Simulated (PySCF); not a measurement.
Species: C5H5O3 (doublet state).
Numbering: `[O:1]=[C:2]([OH:3])[C@@H:4]1[CH:5][CH:6]=[CH:7][O:8]1` (hydrogens: H9 on O3; H10 on C4; H11 on C5; H12 on C6; H13 on C7)

Structure used (GFN2-xTB), in Å, numbered top down from 1:
```
atom  x, y, z in Å
O1     1.3984   -0.0460   -1.6723
C2     1.4479    0.0788   -0.4828
O3     2.4823   -0.3155    0.2682
C4     0.3027    0.5854    0.4088
C5    -0.4651   -0.6472    0.7709
C6    -1.6878   -0.5474    0.1374
C7    -1.7368    0.6697   -0.5025
O8    -0.5991    1.3876   -0.3217
H9     3.1673   -0.7229   -0.2866
H10    0.7288    1.1506    1.2474
H11   -0.0632   -1.4489    1.3525
H12   -2.4754   -1.2739    0.1533
H13   -2.5044    1.1303   -1.0904
```

The hyperfine couplings belong to this conformer and change with its torsions.

Computed with UKS B3LYP, pcH-1 on C H O, non-relativistic, mean-field spin-orbit, GIAO in PySCF. Isolated species at its GFN2-xTB geometry (one conformer only). The geometry wasn't refined by DFT: couplings that depend on bond lengths, twists or pyramidal angles can differ widely from those at the functional's own minimum. No stability test was run, so a lower SCF solution isn't excluded.

**Question.** Match the computed a_iso(17O) values -14.2, -5.2, -1.2 MHz with the sites O1; O3; O8.

**Answer.** 
```json
{"site": "O1", "a_iso (MHz)": "-1.2", "ρ(0) (bohr⁻³)": "+0.0019", "position": "3 bonds from C5", "distance from C5 (Å)": "3.13", "spin population": "+0.01", "largest |T| (MHz)": "7.2"}
{"site": "O3", "a_iso (MHz)": "-5.2", "ρ(0) (bohr⁻³)": "+0.0087", "position": "3 bonds from C5", "distance from C5 (Å)": "3.01", "spin population": "0.00", "largest |T| (MHz)": "2.1"}
{"site": "O8", "a_iso (MHz)": "-14.2", "ρ(0) (bohr⁻³)": "+0.0235", "position": "1 bond from C7", "distance from C5 (Å)": "2.31", "spin population": "+0.09", "largest |T| (MHz)": "43.7"}
```

**Question.** Match the computed a_iso(13C) values +88.8, +52.5, +46.8, -39.6, -28.5 MHz with the sites C2; C4; C5; C6; C7.

**Answer.** 
```
site  a_iso (MHz)  ρ(0) (bohr⁻³)                 position  distance from C5 (Å)  spin population  largest |T| (MHz)
  C2        +88.8        +0.0790          2 bonds from C5                  2.40            +0.04               10.2
  C4        -28.5        -0.0254           1 bond from C5                  1.50            -0.06                1.0
  C5        +52.5        +0.0467  largest spin population                  0.00            +0.60               95.1
  C6        -39.6        -0.0352           1 bond from C7                  1.38            -0.20               22.2
  C7        +46.8        +0.0416         a main spin site                  2.23            +0.52               90.0
```

ρ(0) is the spin density at the nucleus and T the dipolar tensor. The largest Mulliken spin populations are on C5 (+0.60), C7 (+0.52), C6 (-0.20) and O8 (+0.09). The angles at C5 add up to 359.9°, so it is planar. Main spin sites, with 60 % or more of the largest population: C5, C7; positions count bonds from the nearest.

The SMILES `O=C(O)[C@@H]1[CH]C=CO1` draws the unpaired electron on C5, whose computed spin population is only +0.60.
